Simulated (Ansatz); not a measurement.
Zn3H12S3, a cluster cut from zinc blende ZnS (hydrogen-capped). The state is a singlet with charge 0. Geometry PBE0-D4/def2-SVP.

```xyz
18

S     1.177   -1.836    0.222
S     0.250    1.254   -1.781
S    -1.432    0.577    1.554
Zn   -0.374   -1.858    2.631
Zn   -1.747    2.712   -0.330
Zn    2.117   -0.855   -2.301
H     0.715   -1.172    3.524
H    -1.510   -2.782    2.075
H    -0.746    3.688    0.375
H    -2.972    2.082   -1.076
H     3.363   -0.103   -1.722
H     1.143   -1.716   -3.175
H     2.384   -2.089    0.771
H     0.968   -3.119   -0.139
H     1.063    2.294   -2.062
H    -0.346    1.273   -2.992
H    -1.312    1.329    2.669
H    -2.742    0.321    1.757
```

Estimate the orbital energies around the gap (eV) in Ansatz with PBE-D4/def2-SVP, PBE-D4/def2-TZVP, revPBE-D4/def2-TZVP, r2SCAN-D4/def2-TZVP, PBE0-D4/def2-TZVP.


| orbital | PBE-D4/def2-SVP | PBE-D4/def2-TZVP | revPBE-D4/def2-TZVP | r2SCAN-D4/def2-TZVP | PBE0-D4/def2-TZVP |
| --- | --- | --- | --- | --- | --- |
| HOMO−5 | -7.32 | -7.63 | -7.58 | -7.94 | -8.92 |
| HOMO−4 | -6.12 | -6.45 | -6.40 | -6.71 | -7.63 |
| HOMO−3 | -6.12 | -6.45 | -6.40 | -6.71 | -7.63 |
| HOMO−2 | -5.96 | -6.38 | -6.34 | -6.67 | -7.54 |
| HOMO−1 | -5.96 | -6.38 | -6.34 | -6.67 | -7.54 |
| HOMO | -5.93 | -6.33 | -6.29 | -6.62 | -7.49 |
| LUMO | -1.03 | -1.84 | -1.77 | -1.61 | -0.89 |
| LUMO+1 | -0.94 | -1.31 | -1.19 | -0.91 | -0.53 |
| LUMO+2 | -0.72 | -1.25 | -1.13 | -0.91 | -0.53 |
| LUMO+3 | -0.72 | -1.25 | -1.13 | -0.89 | -0.46 |
| LUMO+4 | -0.35 | -1.17 | -1.12 | -0.85 | -0.13 |
| LUMO+5 | -0.35 | -1.17 | -1.12 | -0.84 | -0.13 |
